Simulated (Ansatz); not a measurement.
Input file:

```yaml
crystal:
  periodic: [false, false, false]
  atoms:
    - { symbol: B, position_ang: [-0.613389, 2.292709, 1.223508] }
    - { symbol: S, position_ang: [-1.218729, 0.874943, 2.139774] }
    - { symbol: Si, position_ang: [-1.689241, -0.593891, 0.543329] }
    - { symbol: Si, position_ang: [0.276788, -1.669975, -0.239384] }
    - { symbol: Si, position_ang: [1.81911, -0.209655, -1.295011] }
    - { symbol: H, position_ang: [-0.544184, 2.297092, 0.015545] }
    - { symbol: H, position_ang: [-0.283263, 3.248091, 1.887577] }
    - { symbol: H, position_ang: [-2.610058, -1.591066, 1.185472] }
    - { symbol: H, position_ang: [-2.422814, 0.10084, -0.565748] }
    - { symbol: H, position_ang: [-0.136467, -2.740942, -1.215368] }
    - { symbol: H, position_ang: [0.936188, -2.34398, 0.932887] }
    - { symbol: H, position_ang: [1.171104, 0.465147, -2.469494] }
    - { symbol: H, position_ang: [2.298431, 0.837678, -0.333035] }
    - { symbol: H, position_ang: [3.003525, -0.99609, -1.781252] }
basis:
  gaussian: { orbitals: def2-SVP }
hamiltonian:
  xc: blyp
neb:
  order_check: false
  images: 5
  f_tol: 0.05
  max_iterations: 60
  final_atoms:
    - { symbol: B, position_ang: [-0.60930264, 2.2926124, 1.19487423] }
    - { symbol: S, position_ang: [-1.20804114, 0.88491211, 2.13287745] }
    - { symbol: Si, position_ang: [-1.6884924, -0.59975004, 0.55459191] }
    - { symbol: Si, position_ang: [0.27266437, -1.67370449, -0.24271118] }
    - { symbol: Si, position_ang: [1.8189872, -0.20183869, -1.27613477] }
    - { symbol: H, position_ang: [-0.27485997, 3.25620763, 1.84440524] }
    - { symbol: H, position_ang: [-0.54939324, 2.28268873, -0.01395791] }
    - { symbol: H, position_ang: [-2.59883303, -1.59524879, 1.21389248] }
    - { symbol: H, position_ang: [-2.43624911, 0.08241903, -0.55300835] }
    - { symbol: H, position_ang: [-0.14670638, -2.72815829, -1.23350016] }
    - { symbol: H, position_ang: [0.93109439, -2.36766002, 0.9181599] }
    - { symbol: H, position_ang: [1.16846945, 0.50857169, -2.42752546] }
    - { symbol: H, position_ang: [2.31564231, 0.81623131, -0.29205201] }
    - { symbol: H, position_ang: [2.9920212, -0.98638157, -1.79111137] }
  initial_path:
    images:
      - { positions_ang: [[-0.613389, 2.292709, 1.223508], [-1.218729, 0.874943, 2.139774], [-1.689241, -0.593891, 0.543329], [0.276788, -1.669975, -0.239384], [1.81911, -0.209655, -1.295011], [-0.544184, 2.297092, 0.015545], [-0.283263, 3.248091, 1.887577], [-2.610058, -1.591066, 1.185472], [-2.422814, 0.10084, -0.565748], [-0.136467, -2.740942, -1.215368], [0.936188, -2.34398, 0.932887], [1.171104, 0.465147, -2.469494], [2.298431, 0.837678, -0.333035], [3.003525, -0.99609, -1.781252]] }
      - { positions_ang: [[-0.61292611, 2.25181952, 1.14024263], [-1.11319866, 0.84161179, 2.14472387], [-1.64660758, -0.58317017, 0.55727905], [0.28817297, -1.66015562, -0.2407403], [1.77604519, -0.20769267, -1.23900194], [-0.42892372, 2.6205679, 0.48667049], [-0.43654691, 2.86291296, 1.19525187], [-2.54464736, -1.57309366, 1.17723372], [-2.35422464, 0.12772318, -0.52180072], [-0.16250237, -2.68421527, -1.23166798], [0.91911699, -2.36680709, 0.90731089], [1.11924495, 0.53108902, -2.33672715], [2.26407588, 0.78026489, -0.23816398], [2.91992237, -0.96995379, -1.77181045]] }
      - { positions_ang: [[-0.61246323, 2.21093004, 1.05697725], [-1.00766832, 0.80828057, 2.14967375], [-1.60397415, -0.57244934, 0.57122909], [0.29955793, -1.65033623, -0.24209659], [1.73298039, -0.20573034, -1.18299288], [-0.31366344, 2.94404379, 0.95779599], [-0.58983083, 2.47773493, 0.50292673], [-2.47923673, -1.55512132, 1.16899545], [-2.28563529, 0.15460636, -0.47785345], [-0.18853774, -2.62748855, -1.24796797], [0.90204599, -2.38963418, 0.88173478], [1.06738591, 0.59703105, -2.2039603], [2.22972076, 0.72285179, -0.14329296], [2.83631975, -0.94381758, -1.76236889]] }
      - { positions_ang: [[-0.61200034, 2.17004056, 0.97371188], [-0.90213798, 0.77494936, 2.15462362], [-1.56134073, -0.56172851, 0.58517914], [0.3109429, -1.64051685, -0.24345289], [1.68991558, -0.203768, -1.12698382], [-0.19840316, 3.26751969, 1.42892148], [-0.74311474, 2.09255689, -0.1893984], [-2.41382609, -1.53714898, 1.16075717], [-2.21704593, 0.18148955, -0.43390617], [-0.2145731, -2.57076182, -1.26426795], [0.88497498, -2.41246127, 0.85615867], [1.01552686, 0.66297307, -2.07119345], [2.19536563, 0.66543868, -0.04842194], [2.75271712, -0.91768136, -1.75292734]] }
      - { positions_ang: [[-0.61110111, 2.21089784, 1.04743266], [-1.0041057, 0.81160361, 2.1473749], [-1.60372462, -0.57440235, 0.5749834], [0.29818339, -1.65157939, -0.24320565], [1.73293946, -0.2031249, -1.1767008], [-0.22388876, 3.263749, 1.56741607], [-0.67854091, 2.15593417, -0.13091824], [-2.47549507, -1.55651558, 1.17846894], [-2.29011366, 0.14846604, -0.47360689], [-0.19195086, -2.62322731, -1.25401202], [0.90034812, -2.39752752, 0.87682575], [1.06650772, 0.61150594, -2.18997079], [2.23545786, 0.71570289, -0.12963197], [2.83248515, -0.94058143, -1.76565535]] }
      - { positions_ang: [[-0.61020187, 2.25175512, 1.12115345], [-1.10607342, 0.84825786, 2.14012617], [-1.64610851, -0.5870762, 0.56478765], [0.28542388, -1.66264194, -0.24295842], [1.77596333, -0.20248179, -1.22641778], [-0.24937437, 3.25997832, 1.70591066], [-0.61396708, 2.21931145, -0.07243807], [-2.53716405, -1.57588219, 1.19618071], [-2.36318139, 0.11544254, -0.51330762], [-0.16932862, -2.6756928, -1.24375609], [0.91572125, -2.38259377, 0.89749282], [1.11748858, 0.56003882, -2.30874812], [2.27555009, 0.7659671, -0.21084199], [2.91225317, -0.9634815, -1.77838336]] }
      - { positions_ang: [[-0.60930264, 2.2926124, 1.19487423], [-1.20804114, 0.88491211, 2.13287745], [-1.6884924, -0.59975004, 0.55459191], [0.27266437, -1.67370449, -0.24271118], [1.8189872, -0.20183869, -1.27613477], [-0.27485997, 3.25620763, 1.84440524], [-0.54939324, 2.28268873, -0.01395791], [-2.59883303, -1.59524879, 1.21389248], [-2.43624911, 0.08241903, -0.55300835], [-0.14670638, -2.72815829, -1.23350016], [0.93109439, -2.36766002, 0.9181599], [1.16846945, 0.50857169, -2.42752546], [2.31564231, 0.81623131, -0.29205201], [2.9920212, -0.98638157, -1.79111137]] }
```

Command:

```bash
$ ansatz run input.yaml --threads 2 --pin off --max-ram 3072MiB --backend cpu --events-out ev --progress --plain --runs-dir out
```

Hardware: 2 threads of Intel(R) Xeon(R) 6975P-C (Granite Rapids), with other jobs on the host.

Roughly how long does this run take, and how much memory?

2.7 min, with a peak of 0.2 GiB, for 20 band iterations.
